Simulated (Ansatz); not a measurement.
**Cost against result**

The pair of NH4⁺ (SMILES [NH4+], atoms 1–5) and SbH3 (SMILES [SbH3], atoms 6–9), both closed shells, in one local arrangement (a lower one may exist), relaxed at PBE0-D4/def2-TZVP:

N1  (-0.152, -0.434, -1.292)
H2  (0.232, 0.088, -0.473)
H3  (-0.729, -1.206, -0.954)
H4  (0.615, -0.801, -1.858)
H5  (-0.724, 0.195, -1.858)
Sb6  (0.409, 0.892, 2.240)
H7  (0.411, -0.807, 1.998)
H8  (1.094, 1.088, 0.656)
H9  (-1.155, 0.985, 1.541)
(Å)

Interaction energies are counterpoise-corrected; the time is that of the whole pair.

Computed with Ansatz 0.2.0 (basis: as named in each row); correlated methods freeze the cores. Filled d shells of the heavier atoms are correlated. Core potentials replace the inner electrons of the atoms past krypton. The def2 sets are not built for correlating such inner shells, so the correlated values are less sure here. B3LYP uses VWN-RPA correlation. Extrapolation: Hartree–Fock as exp(−7.88 √X), correlation as X^−2.97.

Times are rough, for one single point on 4 threads of a shared host (Arm Neoverse V1).

The estimate by CCSD(T) at an estimated basis limit (MP2 extrapolated from triple and quadruple zeta, plus CCSD(T) − MP2 in triple zeta) is -10.40 kcal/mol.

```tsv
method	basis	time (s)	interaction energy (kcal/mol)	method less estimate
SPW92	def2-SVP	under 1	-12.58	-2.18
PBE-D4	def2-SVP	under 1	-11.38	-0.98
PBE0-D4	def2-SVP	under 1	-10.33	0.06
revPBE-D4	def2-TZVPPD	1	-11.86	-1.46
CCSD(T)	def2-SVP	1	-7.17	3.23
PBE-D4	def2-TZVPPD	1	-12.45	-2.05
BLYP-D4	def2-TZVPPD	1	-11.97	-1.57
PBE0-D4	def2-TZVPPD	2	-11.56	-1.16
B3LYP-D4	def2-TZVPPD	2	-11.52	-1.13
HSE06-D4	def2-TZVPPD	2	-11.57	-1.17
wB97M-V	def2-SVP	2	-9.81	0.59
r2SCAN-D4	def2-TZVPPD	3	-11.06	-0.66
B2PLYP	def2-TZVPPD	3	-10.18	0.22
wB97X-V	def2-TZVPPD	4	-10.41	-0.01
wB97M-V	def2-TZVPPD	5	-10.68	-0.28
B97M-V	def2-TZVPPD	6	-11.53	-1.14
MP2	def2-QZVPPD	10	-10.65	-0.25
CCSD(T)	def2-TZVPPD	60	-9.82	0.58
```

No T1 diagnostic of these runs exceeds 0.015.
